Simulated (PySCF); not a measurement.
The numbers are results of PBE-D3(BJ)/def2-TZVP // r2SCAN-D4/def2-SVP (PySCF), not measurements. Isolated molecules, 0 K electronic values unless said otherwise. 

Reference species: [Zn(Cl)(F)] (neutral, multiplicity 1).

```yaml
dipole_moment: 0.58 D
```

Changed species: [Zn(Cl)(CH3)] (Y = CH3; the reference has Y = F).

Problem. Predict the effect on the dipole moment.

Solution. the dipole moment increases by 1.87 D, to 2.45 D.
